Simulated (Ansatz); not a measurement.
Geometry optimisation, RKS PBE-D4/def2-SVP in Ansatz.

The input (input.yaml):

```yaml
crystal:
  periodic: [false, false, false]
  atoms:
    - { symbol: C, position_ang: [-1.1212, 0.9453, 0.0208] }
    - { symbol: B, position_ang: [-0.093, 0.0954, -0.7358] }
    - { symbol: Si, position_ang: [1.0778, -1.0325, 0.2731] }
    - { symbol: F, position_ang: [2.0983, -0.0698, 1.3317] }
    - { symbol: H, position_ang: [-1.8504, 0.3309, 0.5742] }
    - { symbol: H, position_ang: [-0.6593, 1.7133, 0.6935] }
    - { symbol: H, position_ang: [-1.7308, 1.565, -0.7337] }
    - { symbol: H, position_ang: [0.0263, 0.1369, -1.9203] }
    - { symbol: H, position_ang: [0.3265, -1.9845, 1.107] }
    - { symbol: H, position_ang: [2.0088, -1.7512, -0.6076] }
basis:
  gaussian: { orbitals: def2-SVP }
hamiltonian:
  xc: pbe
  dispersion: d4
relax:
  f_tol: 0.02
  max_steps: 50
output:
  orbitals: {}
```

Command:

```bash
$ ansatz run input.yaml --threads 2 --pin off --max-ram 3072MiB --backend cpu --events-out ev --progress --plain --runs-dir out
```

Q: Where does it end, and by what steps?

A: The forces met the threshold. After 11 steps the energy has fallen by 0.560 eV; H8 moved furthest, 0.97 Å.

```csv
step,energy less start (eV),largest force component (eV/Å),accepted
0,0.0000,2.594,yes
1,-0.3437,1.542,yes
2,-0.4368,0.495,yes
3,-0.4587,0.164,yes
4,-0.4753,0.226,yes
5,-0.4988,0.287,yes
6,-0.5133,0.435,yes
7,-0.5380,0.627,yes
8,-0.5491,0.239,yes
9,-0.5580,0.125,yes
10,-0.5580,0.202,no
11,-0.5605,0.020,yes
```

```xyz
10
Properties=species:S:1:pos:R:3
C -1.015 1.191 -0.067
B -0.296 -0.058 -0.654
Si 1.162 -1.066 0.300
F 1.609 -0.301 1.696
H -1.924 0.736 0.411
H -0.481 1.724 0.744
H -1.415 1.902 -0.819
H -0.665 -0.521 -1.724
H 0.709 -2.459 0.674
H 2.397 -1.198 -0.559
```

The run took 14 s on 2 threads of Intel(R) Xeon(R) Platinum 8488C (Sapphire Rapids) (shared host), peak memory 0.17 GiB.
